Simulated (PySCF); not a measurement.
## How methods differ on the interval between two levels of Rh

Rh [Kr] 4d8 5s1 [4F9/2, M_J = 9/2] → Rh [Kr] 4d9 [2D5/2, M_J = 5/2], as a difference of total energies. Computed with PySCF 2.14 in x2c-SVPall-2c with one added diffuse shell each of s, p, d type (7s9p7d1f, 76 functions), with the two-component X2C-1e Hamiltonian. Correlated levels: [Ar] 3d10 frozen; the 6 highest virtual spinors dropped. "Screened" scales the spin-orbit matrix elements by Boettger's factors to mimic the two-electron term; Breit and QED terms are absent.

```
                    method  interval between two levels (cm⁻¹)  error (cm⁻¹)
           GHF (spin-free)                               12316         +9006
          GMP2 (spin-free)                              3475.7          +166
 GHF (screened spin-orbit)                               12983         +9673
GMP2 (screened spin-orbit)                              4211.4          +902
```

Reference: 3309.9 cm⁻¹ (measured; NIST Handbook of Basic Atomic Spectroscopic Data (Sansonetti and Martin, J. Phys. Chem. Ref. Data 34, 1559 (2005))).

The spin-free rows relax to the high-spin LS determinant and lack the spin-orbit shift.

Errors of the correlated levels include the incompleteness of this basis and the frozen core.

The labels give the starting determinants; with spin-orbit coupling the two ends relaxed to ⟨J²⟩ = 24.76, ⟨L²⟩ = 12.05, ⟨S²⟩ = 3.75 and ⟨J²⟩ = 9.60, ⟨L²⟩ = 6.58, ⟨S²⟩ = 0.86.

The determinant of the upper state mixes levels of different J (the jj label is only the starting occupation), so the difference between spin-free and spin-orbit rows is not the physical spin-orbit shift.
